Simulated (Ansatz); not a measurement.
Ideal-gas functions of B2H2OZn (`[BH]1O[BH][Zn]1`) at 400 K and 1 bar, from an Ansatz frequency run at PBE0-D4/def2-TZVP.

Molar mass 105.03 g/mol, point group C2v (symmetry number 2), electronic degeneracy 1, moments of inertia 42.284, 109.168, 151.452 u Å². Harmonic wavenumbers (cm⁻¹, unscaled): 220, 326, 429, 568, 650, 726, 879, 963, 1130, 1178, 2618, 2625.

Use S(trans) = R[1.5 ln M + 2.5 ln T − 1.1517]; rotational temperatures θ = 24.2544 K / I; S(rot) = R[ln(√π/σ · √(T³/θAθBθC)) + 1.5]; for each mode x = 1.438777 ν̃/T, S = R[x/(eˣ − 1) − ln(1 − e⁻ˣ)] and H = RT x/(eˣ − 1); 1 cm⁻¹ = 0.0119627 kJ/mol; R = 8.31446 J/(mol·K).

By hand: the entropy, in J/(mol·K).

Translation 173.0. Rotation: θ = 0.5736, 0.2222, 0.1601 K, giving 102.4. Vibration, mode by mode: 10.47, 7.45, 5.49, 3.68, 2.92, 2.35, 1.52, 1.20, 0.73, 0.64, 0.01, 0.01, in all 36.5. Electronic 0.0. Sum 311.9 J/(mol·K).

By hand: H − E and G − E in kJ/mol, counted from the electronic energy.

Zero-point energy ½ × 12312 × 0.0119627 = 73.6; thermal vibration 9.1; translation, rotation and pV give 4 RT = 13.3. H − E = 96.0 kJ/mol, and G − E = 96.0 − 400 × 311.9/1000 = -28.8 kJ/mol.

Vibration gives 12 % of the entropy.
